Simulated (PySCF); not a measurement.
# Tm⁶⁸⁺: ionisation energy

Tm⁶⁸⁺ 1s1 (2S) → Tm⁶⁹⁺ (bare nucleus), as a difference of total energies. All numbers are calculated (PySCF 2.14, the spin-free X2C one-electron Hamiltonian (Gaussian nucleus), in an uncontracted even-tempered set (17 s from 190 bohr⁻², ratio 2.2; 7 p from 280 bohr⁻², ratio 2.4; 4 d from 850 bohr⁻², ratio 2.4; 3 f from 1300 bohr⁻², ratio 2.4; 3 g from 1900 bohr⁻², ratio 2.4)). The calculations carry no spin-orbit coupling.

```tsv
method	ionisation energy (eV)	difference from reference (eV)
UHF	69486.5	+99.1
LDA	69397.7	+10.2
PBE	69487.5	+100.1
PBE0	69487.3	+99.9
r2SCAN	69493.6	+106.2
M06	69502.4	+114.9
BHandHLYP	69490.9	+103.4
```

Reference: 69387.45 ± 0.09 eV (theoretical estimate listed by NIST; NIST Atomic Spectra Database, ionization energies).

For one electron Hartree-Fock is exact for this Hamiltonian up to the basis; QED and nuclear recoil make up the gap, and the density functionals add self-interaction.
